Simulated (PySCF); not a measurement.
Isomers of C4H12N2Si3.

All values: PBE0/pcSseg-1 (PySCF) at GFN2-xTB geometries, gas phase, one conformer each.

Question: Rank by LUMO energy, highest first.
A. `[CH3:1][Si@@H:2]1[C@H:3]([CH2:4][C:5]#[N:6])[SiH2:7][N:8]1[SiH3:9]` with Si2–C3–C4–C5 66°
B. `[CH3:1][SiH2:2][N:3]([SiH3:4])[SiH2:5]/[CH:6]=[CH:7]\[C:8]#[N:9]` with C1–Si2–N3–Si4 178°, Si2–N3–Si5–C6 -171°, N3–Si5–C6–C7 -114°
C. `[N:1]#[C:2][C@H:3]1[CH2:4][Si@@H:5]([N:6]([SiH3:7])[SiH3:8])[CH2:9]1` with C4–Si5–N6–Si7 -51°, C2–C3–C4–Si5 136°, C3–C4–Si5–N6 -128°, C4–Si5–C9–C3 12°, C2–C3–C9–Si5 -136°

Answer: C (-0.33 eV), A (-0.66 eV), B (-2.08 eV).

Question: Rank by the highest IAO charge on any atom, lowest value first.
A. `[N:1]#[C:2][Si:3]1([N:4]([SiH3:5])[SiH3:6])[CH2:7][CH2:8][CH2:9]1` with C2–Si3–N4–Si5 82°, C2–Si3–C7–C8 -98°, Si3–C7–C8–C9 -14°, C7–C8–C9–Si3 14°, C2–Si3–C9–C8 98°
B. `[CH3:1][Si@@H:2]1[C@H:3]([CH2:4][C:5]#[N:6])[SiH2:7][N:8]1[SiH3:9]` with Si2–C3–C4–C5 66°
C. `[N:1]#[C:2][CH2:3][CH2:4][SiH2:5][N:6]1[SiH2:7][CH2:8][SiH2:9]1` with C2–C3–C4–Si5 178°, C3–C4–Si5–N6 179°, C4–Si5–N6–Si7 -8°
D. `[N:1]#[C:2][C@H:3]1[CH2:4][Si@@H:5]([N:6]([SiH3:7])[SiH3:8])[CH2:9]1` with C4–Si5–N6–Si7 -51°, C2–C3–C4–Si5 136°, C3–C4–Si5–N6 -128°, C4–Si5–C9–C3 12°, C2–C3–C9–Si5 -136°

Answer: C (+0.895 e), D (+1.005 e), B (+1.027 e), A (+1.104 e).

All values together:

```csv
SMILES,μ (D),HOMO (eV),LUMO (eV),lowest IAO charge (e),highest IAO charge (e),lowest Hirshfeld charge (e),highest Hirshfeld charge (e)
C[Si@@H]1[C@H](CC#N)[SiH2]N1[SiH3],3.20,-7.50,-0.66,-1.030 (N),+1.027 (Si),-0.355 (N),+0.407 (Si)
N#C[C@H]1C[Si@@H](N([SiH3])[SiH3])C1,4.34,-7.74,-0.33,-1.024 (N),+1.005 (Si),-0.344 (N),+0.398 (Si)
N#CCC[SiH2]N1[SiH2]C[SiH2]1,4.46,-7.54,-0.69,-1.036 (N),+0.895 (Si),-0.355 (N),+0.386 (Si)
C[SiH2]N([SiH3])[SiH2]/C=C\C#N,3.37,-7.50,-2.08,-1.039 (N),+0.897 (Si),-0.350 (N),+0.374 (Si)
N#C[Si]1(N([SiH3])[SiH3])CCC1,3.90,-7.96,-0.66,-1.015 (N),+1.104 (Si),-0.342 (N),+0.443 (Si)
```

Conformers: `[CH3:1][Si@@H:2]1[C@H:3]([CH2:4][C:5]#[N:6])[SiH2:7][N:8]1[SiH3:9]` with Si2–C3–C4–C5 66°; `[N:1]#[C:2][C@H:3]1[CH2:4][Si@@H:5]([N:6]([SiH3:7])[SiH3:8])[CH2:9]1` with C4–Si5–N6–Si7 -51°, C2–C3–C4–Si5 136°, C3–C4–Si5–N6 -128°, C4–Si5–C9–C3 12°, C2–C3–C9–Si5 -136°; `[N:1]#[C:2][CH2:3][CH2:4][SiH2:5][N:6]1[SiH2:7][CH2:8][SiH2:9]1` with C2–C3–C4–Si5 178°, C3–C4–Si5–N6 179°, C4–Si5–N6–Si7 -8°; `[CH3:1][SiH2:2][N:3]([SiH3:4])[SiH2:5]/[CH:6]=[CH:7]\[C:8]#[N:9]` with C1–Si2–N3–Si4 178°, Si2–N3–Si5–C6 -171°, N3–Si5–C6–C7 -114°; `[N:1]#[C:2][Si:3]1([N:4]([SiH3:5])[SiH3:6])[CH2:7][CH2:8][CH2:9]1` with C2–Si3–N4–Si5 82°, C2–Si3–C7–C8 -98°, Si3–C7–C8–C9 -14°, C7–C8–C9–Si3 14°, C2–Si3–C9–C8 98°.
